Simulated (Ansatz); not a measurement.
Start from `[F][Ge]([F])([F])[SiH3]` and change one atom or group to get `[CH3][Ge]([F])([F])[SiH3]`.

Ansatz, PBE0-D4/def2-TZVP geometries, multiplicity 1. 

Scalar relativity is left out up to krypton.

```tsv
property	`[F][Ge]([F])([F])[SiH3]`
HOMO energy (B3LYP/def2-TZVPP) / eV	-9.50
HOMO–LUMO gap (ωB97M-V/def2-TZVPP) / eV	12.93
LUMO energy (PBE0/def2-TZVPP) / eV	-0.74
LUMO energy (B3LYP/def2-TZVPP) / eV	-1.05
size of the dipole moment (B3LYP/def2-TZVPP) / D	4.13
LUMO energy (ωB97M-V/def2-TZVPP) / eV	1.11
```

Problem. Give the same properties after the change, and the shifts. (An estimate is asked.)

Solution. Ansatz gave: 
```csv
property,`[CH3][Ge]([F])([F])[SiH3]`,shift
HOMO energy (B3LYP/def2-TZVPP) / eV,-8.22,1.28
HOMO–LUMO gap (ωB97M-V/def2-TZVPP) / eV,12.01,-0.92
LUMO energy (PBE0/def2-TZVPP) / eV,-0.26,0.48
LUMO energy (B3LYP/def2-TZVPP) / eV,-0.45,0.60
size of the dipole moment (B3LYP/def2-TZVPP) / D,3.24,-0.89
LUMO energy (ωB97M-V/def2-TZVPP) / eV,1.51,0.40
```

With PBE0 the HOMO rises by 1.28 eV and the LUMO rises by 0.48 eV, so the gap narrows by about 0.80 eV. PBE moves the HOMO by 1.16 eV and ωB97M-V by 1.32 eV. Dipoles are sizes alone; their direction can turn.

B3LYP here is the variant with VWN-RPA as its local correlation; programs differ in this.
